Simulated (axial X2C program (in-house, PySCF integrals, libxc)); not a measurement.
MgBr⁺ at several levels of theory

Calculated with an in-house all-electron X2C program for linear molecules (integrals from PySCF). Spin-free means the one-electron spin-free X2C Hamiltonian; two-component (2c) means X2C with spin–orbit coupling and atomic mean-field two-electron Coulomb and Gaunt terms, so the difference of the two also holds small scalar two-electron terms. Basis: Br dyall-cv3z [8s9p6d4f1g], Mg dyall-cv3z [9s8p6d3f] (cores contracted in-house); Gaussian nuclei, density fitting, unrestricted open shells. Masses: Br 78.918 u, Mg 23.985 u.

State, spin-free: M_S = 0, Λ = 0 (closed shell); electrons by block: σα: 11, σβ: 11, π+α: 5, π+β: 5, π-α: 5, π-β: 5, δ+α: 1, δ+β: 1, δ-α: 1, δ-β: 1. Fragments: Br + Mg+.

State, 2c: Ω = 0 (closed shell); electrons by block: 1/2: 16, -1/2: 16, 3/2: 6, -3/2: 6, 5/2: 1, -5/2: 1. Fragments: Br + Mg+.

```json
{"Hamiltonian": "spin-free", "level": "PBE0", "Re (Å)": "2.246", "ωe (cm⁻¹)": "450.6", "ωexe (cm⁻¹)": "1.5", "Be (cm⁻¹)": "0.1817", "αe (cm⁻¹)": "0.000863", "De (eV)": "2.77", "k (mdyn/Å)": "2.2", "μ (D)": "11.48"}
{"Hamiltonian": "spin-free", "level": "HF", "Re (Å)": "2.248", "ωe (cm⁻¹)": "465.2", "ωexe (cm⁻¹)": "1.34", "Be (cm⁻¹)": "0.1814", "αe (cm⁻¹)": "0.000793", "De (eV)": "1.63", "k (mdyn/Å)": "2.34", "μ (D)": "12.48"}
{"Hamiltonian": "spin-free", "level": "MP2", "Re (Å)": "2.257", "ωe (cm⁻¹)": "456.1", "ωexe (cm⁻¹)": "1.38", "Be (cm⁻¹)": "0.18", "αe (cm⁻¹)": "0.000806", "De (eV)": "2.80", "k (mdyn/Å)": "2.25", "μ (D)": "n/a"}
{"Hamiltonian": "spin-free", "level": "CCSD", "Re (Å)": "2.257", "ωe (cm⁻¹)": "453.7", "ωexe (cm⁻¹)": "1.44", "Be (cm⁻¹)": "0.18", "αe (cm⁻¹)": "0.000827", "De (eV)": "2.68", "k (mdyn/Å)": "2.23", "μ (D)": "n/a"}
{"Hamiltonian": "spin-free", "level": "CCSD(T)", "Re (Å)": "2.260", "ωe (cm⁻¹)": "450.7", "ωexe (cm⁻¹)": "1.46", "Be (cm⁻¹)": "0.1795", "αe (cm⁻¹)": "0.000829", "De (eV)": "2.77", "k (mdyn/Å)": "2.2", "μ (D)": "n/a"}
{"Hamiltonian": "spin-free", "level": "PBEsol", "Re (Å)": "2.251", "ωe (cm⁻¹)": "439.9", "ωexe (cm⁻¹)": "1.55", "Be (cm⁻¹)": "0.1809", "αe (cm⁻¹)": "0.000894", "De (eV)": "3.04", "k (mdyn/Å)": "2.1", "μ (D)": "11.10"}
{"Hamiltonian": "2c", "level": "PBE0", "Re (Å)": "2.247", "ωe (cm⁻¹)": "448.7", "ωexe (cm⁻¹)": "1.53", "Be (cm⁻¹)": "0.1814", "αe (cm⁻¹)": "0.000872", "De (eV)": "2.67", "k (mdyn/Å)": "2.18", "μ (D)": "11.45"}
{"Hamiltonian": "2c", "level": "HF", "Re (Å)": "2.249", "ωe (cm⁻¹)": "464.0", "ωexe (cm⁻¹)": "1.35", "Be (cm⁻¹)": "0.1812", "αe (cm⁻¹)": "0.000796", "De (eV)": "1.48", "k (mdyn/Å)": "2.33", "μ (D)": "12.47"}
{"Hamiltonian": "2c", "level": "MP2", "Re (Å)": "2.258", "ωe (cm⁻¹)": "455.0", "ωexe (cm⁻¹)": "1.39", "Be (cm⁻¹)": "0.1798", "αe (cm⁻¹)": "0.00081", "De (eV)": "2.66", "k (mdyn/Å)": "2.24", "μ (D)": "n/a"}
{"Hamiltonian": "2c", "level": "CCSD", "Re (Å)": "2.258", "ωe (cm⁻¹)": "452.4", "ωexe (cm⁻¹)": "1.45", "Be (cm⁻¹)": "0.1798", "αe (cm⁻¹)": "0.00083", "De (eV)": "2.54", "k (mdyn/Å)": "2.22", "μ (D)": "n/a"}
{"Hamiltonian": "2c", "level": "CCSD(T)", "Re (Å)": "2.261", "ωe (cm⁻¹)": "449.5", "ωexe (cm⁻¹)": "1.48", "Be (cm⁻¹)": "0.1793", "αe (cm⁻¹)": "0.000833", "De (eV)": "2.63", "k (mdyn/Å)": "2.19", "μ (D)": "n/a"}
{"Hamiltonian": "2c", "level": "PBEsol", "Re (Å)": "2.253", "ωe (cm⁻¹)": "437.5", "ωexe (cm⁻¹)": "1.59", "Be (cm⁻¹)": "0.1806", "αe (cm⁻¹)": "0.000906", "De (eV)": "2.92", "k (mdyn/Å)": "2.07", "μ (D)": "11.07"}
```

Correlated methods: 8 electrons correlated (number of frozen shells: Br 3 s, 2 p, 1 d; Mg 2 s, 1 p), 258 virtual spin orbitals or spinors in MP2, 72 natural virtuals in coupled cluster.

Dipoles are positive if Mg is the positive end and refer to the centre of mass.

Occupations by symmetry block were frozen at the best pattern of an incomplete PBE0 search. The closed shell is kept restricted, so the energy runs too high when the bond is stretched far. Dissociation energies refer to the lowest single-determinant-based atoms at the same level and basis. Coupled cluster ran in a truncated set of natural virtual spinors; the MP2 energy of the rest was added. (T) has no such correction and the atoms are truncated less, which lowers De at CCSD(T) by a hundredth of an eV or more. The functionals have no current-density term, which raises determinants with orbital currents, atoms included.

Rough cost a point (2c) on 1 thread(s) of a shared host, integrals apart: PBE0 0.5 s, HF 0.29 s, CCSD(T) 1.5 s, PBEsol 0.3 s.

The whole task took 71 s on 1 thread of Arm Neoverse V1, with other jobs on the host.
